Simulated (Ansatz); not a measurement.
Ligands exchanged one at a time, B NH2-I. Isolated molecules, 0 K electronic values unless said otherwise. Strings in code marks are SMILES.

Quantity: redistribution energy (mixed species minus the weighted end members), in eV.

Case: 2 of 3 NH2 replaced by I: `NB(I)I`. The other species in the difference include `NB(N)N` (neutral, multiplicity 1). Geometry of `NB(I)I` (neutral, multiplicity 1, Å):

```xyz
6

N     -0.8636    -0.0424     0.0117
B      0.5181     0.0254    -0.0071
I      1.4846     1.9337    -0.1679
I      1.6708    -1.7790     0.1246
H     -1.4473     0.7773    -0.0474
H     -1.3627    -0.9150     0.0861
```

Q: Estimate the redistribution energy (mixed species minus the weighted end members) that frozen-core MP2/def2-TZVPP // r2SCAN-D4/def2-TZVP (Ansatz, a first-principles code) returns for this input.

A: -0.380 eV.
